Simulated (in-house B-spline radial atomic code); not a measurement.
Results of a calculation; reference values are marked as such.
Making a Troullier-Martins s channel for Sc, r_c = 1.3 bohr

Sc, [Ar] 3d1 4s2, non-relativistic PBE, spherical and spin-unpolarised, from an all-electron radial atomic-structure program (B-spline basis) (atomic units). The all-electron 3s level is ε = -2.000156 hartree, its outermost node lies just inside 0.44 bohr and its outer maximum at 0.93 bohr.

Inside r_c the pseudo-orbital is u(r) = r^1 exp(p(r)), with p = c0 + c2 r² + c4 r⁴ + … + c12 r¹². The seven coefficients follow from p and its first four derivatives at r_c, from zero curvature of the screened potential at the origin, c4 = −c2²/(2l + 5), and from the norm inside r_c. At r_c the all-electron orbital has P = 0.8483131, P' = -0.9126184, the screened potential V = -2.235016, V' = 3.846576, V'' = -8.962121, and the norm inside is Q = 0.7398427.

Q: What are p, p' and p'' at r_c?

A: p = ln(P/r_c^1) = ln(0.8483131/1.3) = -0.42687. p' = P'/P − 1/r_c = -1.07580 − 0.76923 = -1.84503. The radial equation gives p'' = 2(V − ε) − 2(1) p'/r_c − p'² = -0.46972 − (-2.83852) − 3.40415 = -1.03536. Differentiating, p''' = 2V' + 2(1)p'/r_c² − 2(1)p''/r_c − 2p'p'' = 3.282, and p'''' = 2V'' − 4(1)p'/r_c³ + 4(1)p''/r_c² − 2(1)p'''/r_c − 2p''² − 2p'p''' = -12.098.

For a trial c2 the five matching conditions are linear in c0, c6, c8, c10 and c12, and c2 is varied until the norm inside r_c equals Q. The root nearest zero gives:

```
 n          c_n
 0   0.01804668
 2    0.6562434
 4  -0.08613108
 6    -1.408259
 8     1.248131
10   -0.4353787
12    0.0562325
```

Q: Check c4 and p(r_c), and find the screened pseudopotential at the origin.

A: −c2²/5 = -0.0861311, as listed. The terms c_n r_c^n are 0.01805, 1.10905, -0.24600, -6.79740, 10.18138, -6.00207, 1.31011, which sum to -0.42687. Inverting the radial equation, V_l(r) = ε + 1 p'/r + (p'' + p'²)/2, so V_l(0) = ε + (2l + 3) c2 = -2.000156 + 3 × (0.656243) = -0.0314 hartree, finite where the all-electron potential diverges.

Orbitals and screened potentials:

```csv
r (bohr),P,u,V all-electron,V pseudo
0.13,-0.2264,0.1338,-109.6,-0.03984
0.325,-0.3949,0.3538,-29.27,-0.3271
0.52,0.3719,0.6148,-13.36,-1.578
0.715,0.9052,0.8855,-7.584,-3.68
0.91,1.071,1.045,-4.785,-4.74
1.105,1.008,1.006,-3.194,-3.546
1.3,0.8483,0.8483,-2.235,-2.235
```

Logarithmic derivatives P'/P at R = 1.6 bohr, for energies E around ε:

| E − ε (hartree) | all-electron | pseudo |
| --- | --- | --- |
| -0.5 | 0.214045 | 0.208429 |
| -0.25 | -0.415044 | -0.417514 |
| -0.1 | -0.952241 | -0.952855 |
| 0 | -1.42327 | -1.42331 |
| 0.1 | -2.03596 | -2.03712 |
| 0.25 | -3.42067 | -3.43376 |
| 0.5 | -9.87667 | -10.1565 |

Q: With P(R) = 0.5796167 and a norm of 0.8935675 inside R, what slope in energy does norm conservation fix?

A: d(P'/P)/dE = −2 × (norm inside R)/P(R)² = -5.3196 per hartree·bohr at E = ε, for both atoms, since orbital and norm agree at R. Differences over ±0.1 hartree give -5.4186 (all-electron) and -5.4213 (pseudo), which also hold third-order terms. Half a hartree below ε the two curves differ by -0.0056.
